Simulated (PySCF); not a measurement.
MI cations for M along group 14

PBE0 with double-zeta basis sets in PySCF, for the lowest determinant that a PBE0 search found; no spin–orbit coupling. De refers to high-spin ground-configuration atoms (the charge goes to the atom of lower measured ionisation energy or higher electron affinity, which is not always the lowest computed limit). A positive dipole points towards I; it is taken about the centre of mass and depends on that origin.

```
 M                       basis  charged atom  state (unpaired electrons)  Re (Å)  ωe (cm⁻¹)  De (eV)  μ (D)
 C  aug-cc-pVDZ/aug-cc-pVDZ-PP            I+      singlet (closed shell)   1.915        848     4.89  -0.11
Si                  x2c-SVPall           Si+      singlet (closed shell)   2.325        458     4.21  -4.86
Ge                    def2-SVP           Ge+      singlet (closed shell)   2.406        307     3.89  -3.65
Sn                  x2c-SVPall           Sn+      singlet (closed shell)   2.606        245     3.55  -4.17
Pb                    def2-SVP           Pb+      singlet (closed shell)   2.697        205      n/a  -3.78
```

(1) By what factor does the harmonic wavenumber vary along the series?

The rows differ in basis set, which adds steps of its own.

Down a group the atoms grow and get heavier, so bonds lengthen and wavenumbers fall; this series shows no clear exception.

Spin–orbit coupling is left out, which matters for elements this heavy, above all for dissociation energies. For an ion De counts to the pair picked by the measured ionisation energies or electron affinities, which need not be the lowest pair at this level.

## Answers

(1) At PBE0 it runs from 245 cm⁻¹ (SnI⁺) to 848 cm⁻¹ (CI⁺), a factor of 3.46.
